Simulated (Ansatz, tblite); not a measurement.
Cost and result up the ladder for Ge(eta1-allyl)4 (C₁₂H₂₀Ge) (33 atoms). Total charge 0; singlet. Geometry: r2SCAN-D4/def2-SVP.

```xyz
33

Ge    0.2876   -0.0760   -0.0098
C    -0.5716    1.2001   -1.2562
C    -2.0599    1.1440   -1.2240
C    -2.8709    2.0939   -0.7351
H    -0.1874    0.9393   -2.2593
H    -0.2041    2.2101   -1.0075
H    -2.5172    0.2255   -1.6209
H    -2.4725    3.0327   -0.3317
H    -3.9568    1.9648   -0.7221
C    -0.0881    0.3928    1.8762
C    -1.5024    0.1254    2.2611
C    -1.9310   -0.9303    2.9691
H     0.1764    1.4578    1.9929
H     0.6153   -0.1958    2.4909
H    -2.2446    0.8437    1.8880
H    -1.2335   -1.6830    3.3556
H    -2.9926   -1.0750    3.1892
C     2.2462   -0.0130   -0.2915
C     2.7627    1.3798   -0.1849
C     3.3844    1.9074    0.8806
H     2.4390   -0.4493   -1.2870
H     2.7045   -0.6732    0.4650
H     2.5759    2.0295   -1.0525
H     3.5987    1.3062    1.7721
H     3.7049    2.9530    0.8944
C    -0.3531   -1.9114   -0.3758
C    -0.2270   -2.2470   -1.8207
C     0.7465   -2.9844   -2.3769
H    -1.3990   -1.9598   -0.0281
H     0.2423   -2.5936    0.2551
H    -0.9904   -1.8116   -2.4828
H     1.5343   -3.4435   -1.7679
H     0.7833   -3.1589   -3.4558
```

Ansatz on 4 threads of Arm Neoverse V2 on a shared host; xTB runs through tblite on one thread. Times are rough, summed over both states, and most runs start from the orbitals of an earlier one. PBE0-D4/def2-SVP serves as the yardstick here, not as an exact answer. The other state is a triplet.

The xTB rows come from tblite.

xTB has no spin-polarisation term.

| level | functions | wall time |
| --- | --- | --- |
| GFN2-xTB | 77 | 0.041 s |
| GFN1-xTB | 97 | 0.064 s |
| PBE-D4/def2-SVP | 300 | 21 s |
| PBE0-D4/def2-SVP | 300 | 43 s |

**Question.** Estimate what each level gives for the vertical triplet (eV).

**Answer.** 
```
           level  vertical triplet (eV)  difference from PBE0-D4/def2-SVP (eV)
        GFN2-xTB                   4.34                                   0.29
        GFN1-xTB                   4.29                                   0.24
 PBE-D4/def2-SVP                   4.12                                   0.07
PBE0-D4/def2-SVP                   4.05                                   0.00
```
